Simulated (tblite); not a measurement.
C4H3ClN4.
Numbering: `[CH3:1][n:2]1[n:3][c:4]([Cl:5])[c:6]([C:7]#[N:8])[n:9]1` (hydrogens: H10, H11, H12 on C1)

A start from a force field or distance geometry was refined with tblite, GFN2-xTB geometry optimisation, gas phase. Values at the start:

| coordinate | start |
| --- | --- |
| C1–N2 | 1.430 Å |
| C1–H10 | 1.098 Å |
| N2–N3 | 1.349 Å |
| N2–N9 | 1.362 Å |
| N3–C4 | 1.325 Å |
| C4–Cl5 | 1.687 Å |
| C4–C6 | 1.407 Å |
| C6–C7 | 1.429 Å |
| C6–N9 | 1.335 Å |
| C7≡N8 | 1.166 Å |
| C1–N2–N9 | 121.0° |
| N2–N3–C4 | 102.3° |
| N2–N9–C6 | 101.0° |
| N3–N2–N9 | 116.9° |
| N3–C4–Cl5 | 121.9° |
| N3–C4–C6 | 109.5° |
| C4–C6–N9 | 110.2° |
| C7–C6–N9 | 121.2° |

How do these coordinates change at the GFN2-xTB level?

```csv
coordinate,GFN2-xTB (Å or °),change
N2–N9,1.300,-0.062
N2–N3,1.313,-0.036
C6–C7,1.403,-0.026
C7≡N8,1.145,-0.021
C4–C6,1.418,+0.011
C1–H10,1.088,-0.010
C4–Cl5,1.690,+0.003
N3–C4,1.326,+0.001
C6–N9,1.334,-0.001
C1–N2,1.430,0.000
N2–N9–C6,105.3,+4.3
C7–C6–N9,124.6,+3.4
C4–C6–N9,106.9,-3.3
N2–N3–C4,104.8,+2.5
N3–C4–C6,107.7,-1.8
N3–C4–Cl5,123.6,+1.7
N3–N2–N9,115.3,-1.6
C1–N2–N9,122.5,+1.5
```

The energy falls by 5.2 kcal/mol over 20 L-BFGS steps, the largest force on an atom goes from 3.40 to 0.009 eV/Å, and the atoms move by 0.028 Å rms after alignment. The bond that changes most is N2–N9 (pyrrole-type nitrogen to pyridine-type nitrogen), which shortens by 0.062 Å. Bonds longer at the end by more than 0.005 Å: 1 of 12; shorter: 7. Rotational constants go from 1914, 1235, 754.4 to 1946, 1235, 759.4 MHz.

GFN2-xTB frequencies show an imaginary mode (35i cm⁻¹), so the point is no minimum at that level.

These are computed values.
